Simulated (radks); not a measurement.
O4+, configuration [He] 2s2. Method: scalar-relativistic Kohn-Sham, PBE, spin-polarised, spherical densities, finite nucleus; Fermi nuclear charge, rms radius 2.6991 fm; computed with a radial shooting solver on a logarithmic mesh with Libxc functionals.

X-ray form factor f0, the Fourier transform of the density (f0(0) = 4):

sin(theta)/lambda (1/angstrom),f0 (electrons)
0.05,3.961
0.1,3.848
0.15,3.673
0.2,3.452
0.25,3.205
0.3,2.951
0.4,2.478
0.5,2.103
0.6,1.840
0.8,1.546
1,1.384
1.25,1.208
1.5,1.027
2,0.698
